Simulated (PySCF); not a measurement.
Compound: (F2B-mu-NH2)2.
Bonds: B1–F2, B1–F3, B1–N4, B1–N8, N4–B5, B5–F6, B5–F7, B5–N8. Hydrogens: H9, H10 on N4; H11, H12 on N8.

Computed with PBE0-D3(BJ)/def2-SVP geometry optimisation, gas phase in PySCF.

(1) List the bond lengths, angles and torsions at this level.

Answers

(1) 
```tsv
bond	length (bohr)
B1–F2 and 3 like bonds	2.574
B1–N4 and 3 like bonds	3.019
N4–H9 and 3 like bonds	1.925
```

Bonds in one row agree within 0.02 bohr and their mean is given. A selection of angles:
```tsv
angle	degrees
F2–B1–F3	116.0
F2–B1–N4	111.4
N4–B1–N8	92.3
B1–N4–B5	87.7
H9–N4–B1	114.5
H9–N4–B5	114.7
H10–N4–B1	114.6
H10–N4–B5	114.4
```

Torsions: F2–B1–N4–B5 -114° (anticlinal); F2–B1–N8–B5 114° (anticlinal); B1–N4–B5–F6 114° (anticlinal); N4–B5–N8–B1 0° (synperiplanar).

B1 (boron bonded to 2 F and 2 N) has angles from 92.3° to 116.0°. N4 (nitrogen bonded to 2 B and 2 H) has angles from 87.7° to 114.7°. All 4 B–F bonds measure 1.362 Å. All 4 B–N bonds measure 1.597 to 1.598 Å.

Point group: D2h (every atom within 0.08 Å of its image). Whether it is a minimum is left open (no frequencies). One conformer, not necessarily the lowest.

On an Intel Xeon at 2.50 GHz with one thread, on a shared host, this took 4.6 min of wall time and 0.50 GiB of memory at its peak. This is the geometry optimisation.
